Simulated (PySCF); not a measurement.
C4H8AlF (SMILES C=C[CH2][Al]([CH3])[F]), singlet, at a GFN2-xTB geometry (such geometries of metal compounds can be far from the true shape), with bond 14-11 at 2.4 times its length; CASSCF(2,4)/STO-3G in PySCF.

PySCF was given this input:
```python
from pyscf import gto, scf, mcscf
import numpy

mol = gto.Mole()
mol.atom = '''
    Al    0.058214   -0.019939    0.878938
    C     0.131941   -1.079982   -0.839512
    C    -0.508660   -0.272596   -1.913945
    C     0.144813    0.468184   -2.796836
    H    -0.384291   -2.037215   -0.713135
    H     1.170374   -1.306867   -1.105385
    H    -1.592621   -0.296836   -1.936352
    H     1.221797    0.521011   -2.803537
    H    -0.367865    1.044085   -3.547924
    F    -0.218065    1.601456    0.695522
    C     0.269216   -0.710484    2.729813
    H     0.978230   -0.093084    3.289472
    H     0.627622   -1.740536    2.766852
    H    -1.988015   -0.625787    4.067042
'''
mol.basis = 'sto-3g'
mol.charge = 0
mol.spin = 0
mol.verbose = 4
mol.build()

mf = scf.RHF(mol)
mf.kernel()
mc = mcscf.CASSCF(mf, 4, 2)
mc.fix_spin_(ss=0.0)
mc = mc.newton()
mc.kernel()
occ = numpy.linalg.eigvalsh(mc.fcisolver.make_rdm1(mc.ci, mc.ncas, mc.nelecas))[::-1]
ss = mc.fcisolver.spin_square(mc.ci, mc.ncas, mc.nelecas)[0]
print('natural occupations', occ.round(4), ' <S^2>', round(ss, 4))
```

**Question.** Predict the main parts of the log of this PySCF run.

**Answer.** 
```
PySCF version 2.14.0

[INPUT] verbose = 4
[INPUT] num. atoms = 14
[INPUT] num. electrons = 54
[INPUT] charge = 0
[INPUT] spin (= nelec alpha-beta = 2S) = 0
[INPUT] symmetry False subgroup None
[INPUT] Mole.unit = angstrom
[INPUT] Symbol           X                Y                Z      unit          X                Y                Z       unit  Magmom
[INPUT]  1 Al     0.058214000000  -0.019939000000   0.878938000000 AA    0.110008516615  -0.037679249198   1.660952100473 Bohr   0.0
[INPUT]  2 C      0.131941000000  -1.079982000000  -0.839512000000 AA    0.249332354601  -2.040870199460  -1.586447758286 Bohr   0.0
[INPUT]  3 C     -0.508660000000  -0.272596000000  -1.913945000000 AA   -0.961228090521  -0.515131782652  -3.616831867481 Bohr   0.0
[INPUT]  4 C      0.144813000000   0.468184000000  -2.796836000000 AA    0.273656909277   0.884739535903  -5.285254055324 Bohr   0.0
[INPUT]  5 H     -0.384291000000  -2.037215000000  -0.713135000000 AA   -0.726204742135  -3.849778406856  -1.347629839842 Bohr   0.0
[INPUT]  6 H      1.170374000000  -1.306867000000  -1.105385000000 AA    2.211686323312  -2.469620711232  -2.088874912202 Bohr   0.0
[INPUT]  7 H     -1.592621000000  -0.296836000000  -1.936352000000 AA   -3.009617510231  -0.560938743911  -3.659174960754 Bohr   0.0
[INPUT]  8 H      1.221797000000   0.521011000000  -2.803537000000 AA    2.308861709815   0.984568097886  -5.297917110085 Bohr   0.0
[INPUT]  9 H     -0.367865000000   1.044085000000  -3.547924000000 AA   -0.695164100813   1.973034700767  -6.704604670771 Bohr   0.0
[INPUT] 10 F     -0.218065000000   1.601456000000   0.695522000000 AA   -0.412083127353   3.026313240541   1.314346093610 Bohr   0.0
[INPUT] 11 C      0.269216000000  -0.710484000000   2.729813000000 AA    0.508744508351  -1.342620175885   5.158598941277 Bohr   0.0
[INPUT] 12 H      0.978230000000  -0.093084000000   3.289472000000 AA    1.848586786833  -0.175903266579   6.216201174425 Bohr   0.0
[INPUT] 13 H      0.627622000000  -1.740536000000   2.766852000000 AA    1.186033689752  -3.289136349946   5.228592507205 Bohr   0.0
[INPUT] 14 H     -1.988015000000  -0.625787000000   4.067042000000 AA   -3.756803881527  -1.182566042313   7.685595517103 Bohr   0.0

nuclear repulsion = 261.853851175836
number of shells = 28
number of NR pGTOs = 126
number of NR cGTOs = 42
basis = sto-3g
ecp = {}

******** <class 'pyscf.scf.hf.RHF'> ********
method = RHF
initial guess = minao
damping factor = 0
level_shift factor = 0
DIIS = <class 'pyscf.scf.diis.CDIIS'>
diis_start_cycle = 1
diis_space = 8
diis_damp = 0
SCF conv_tol = 1e-09
SCF conv_tol_grad = None
SCF max_cycles = 50
direct_scf = True
direct_scf_tol = 1e-13
Set gradient conv threshold to 3.16228e-05
Initial guess from minao.
init E= -491.211957958825
  HOMO = -0.189664174011672  LUMO = -0.101800057552472  gap/eV = 2.39090
cycle= 1 E= -490.899633989151  delta_E= 0.312  |g|= 0.427  |ddm|= 4.39
  HOMO = -0.176298452586342  LUMO = 0.0956648309224818  gap/eV = 7.40050
cycle= 2 E= -490.993088274383  delta_E= -0.0935  |g|= 0.157  |ddm|= 0.98
  HOMO = -0.180795365786199  LUMO = 0.108357289814876  gap/eV = 7.86824
cycle= 3 E= -491.000847966417  delta_E= -0.00776  |g|= 0.104  |ddm|= 0.402
  HOMO = -0.180758780192614  LUMO = 0.10260061982062  gap/eV = 7.71060
cycle= 4 E= -491.005720266101  delta_E= -0.00487  |g|= 0.0321  |ddm|= 0.208
  HOMO = -0.181902040315  LUMO = 0.105513952647904  gap/eV = 7.82099
cycle= 5 E= -491.006346647523  delta_E= -0.000626  |g|= 0.00681  |ddm|= 0.072
  HOMO = -0.181941837182992  LUMO = 0.105900971094961  gap/eV = 7.83260
cycle= 6 E= -491.006397071971  delta_E= -5.04e-05  |g|= 0.00321  |ddm|= 0.019
  HOMO = -0.182076013457116  LUMO = 0.105971775723053  gap/eV = 7.83818
cycle= 7 E= -491.006410760304  delta_E= -1.37e-05  |g|= 0.0011  |ddm|= 0.0112
  HOMO = -0.182201867272832  LUMO = 0.105942084511522  gap/eV = 7.84080
cycle= 8 E= -491.006413057061  delta_E= -2.3e-06  |g|= 0.000367  |ddm|= 0.00492
  HOMO = -0.182255276524684  LUMO = 0.105941012063072  gap/eV = 7.84222
cycle= 9 E= -491.006413313193  delta_E= -2.56e-07  |g|= 0.000113  |ddm|= 0.00171
  HOMO = -0.182266569596368  LUMO = 0.105939465305212  gap/eV = 7.84249
cycle= 10 E= -491.006413331883  delta_E= -1.87e-08  |g|= 3.3e-05  |ddm|= 0.000461
  HOMO = -0.182269171384838  LUMO = 0.105939914031031  gap/eV = 7.84257
cycle= 11 E= -491.006413333365  delta_E= -1.48e-09  |g|= 6.84e-06  |ddm|= 0.000145
  HOMO = -0.182268605871122  LUMO = 0.105940908380296  gap/eV = 7.84258
cycle= 12 E= -491.006413333405  delta_E= -4.05e-11  |g|= 1.35e-06  |ddm|= 2.38e-05
  HOMO = -0.18226869519703  LUMO = 0.105940719089287  gap/eV = 7.84258
Extra cycle  E= -491.006413333406  delta_E= -9.09e-13  |g|= 1.11e-06  |ddm|= 3.83e-06
converged SCF energy = -491.006413333406

******** <class 'pyscf.mcscf.newton_casscf.CASSCF'> ********
CAS (1e+1e, 4o), ncore = 26, nvir = 12
max_cycle_macro = 50
max_cycle_micro = 10
conv_tol = 1e-07
conv_tol_grad = None
orbital rotation max_stepsize = 0.03
augmented hessian ah_max_cycle = 30
augmented hessian ah_conv_tol = 1e-12
augmented hessian ah_linear dependence = 1e-14
augmented hessian ah_level shift = 1e-08
augmented hessian ah_start_tol = 500
augmented hessian ah_start_cycle = 3
augmented hessian ah_grad_trust_region = 3
kf_trust_region = 3
kf_interval = 5
natorb = False
canonicalization = True
internal_rotation = False
******** <class 'pyscf.fci.addons.SpinPenaltyFCISolver'> ********
max. cycles = 50
conv_tol = 1e-08
davidson only = True
linear dependence = 1e-12
level shift = 0.001
max iter space = 12
nroots = 1
pspace_size = 400
spin = None

WARN: SO-CASSCF (Second order CASSCF) is an experimental feature. Its performance is bad for large systems.

CASCI E = -491.170776509736  dE = -491.17078  S^2 = 0.0000000
Set conv_tol_grad to 0.000316228
macro 1 (20 JK  13 micro), CASSCF E = -491.184557532981  dE = -0.01378  |grad|=0.00329  S^2 = 0.0000000
macro 2 (30 JK  23 micro), CASSCF E = -491.184588294573  dE = -3.076e-05  |grad|=0.00136  S^2 = 0.0000000
macro 3 (16 JK  11 micro), CASSCF E = -491.184589093511  dE = -7.989e-07  |grad|=9.81e-05  S^2 = 0.0000000
macro 4 (12 JK  7 micro), CASSCF E = -491.184589357695  dE = -2.642e-07  |grad|=3.45e-05  S^2 = 0.0000000
macro 5 (1 JK  0 micro), CASSCF E = -491.184589357696  dE = -1.705e-12  |grad|=1.26e-05  S^2 = 0.0000000
newton CASSCF converged in 5 macro (17 KF 62 Hx) steps
CASSCF canonicalization
Density matrix diagonal elements [1.29773049 0.68486809 0.00831559 0.00908583]
CASSCF energy = -491.184589357696
CASCI E = -491.184589357696  E(CI) = -1.05292074711315  S^2 = 0.0000000
natural occupations [1.3014 0.6986 0.     0.    ]  <S^2> 0.0
```
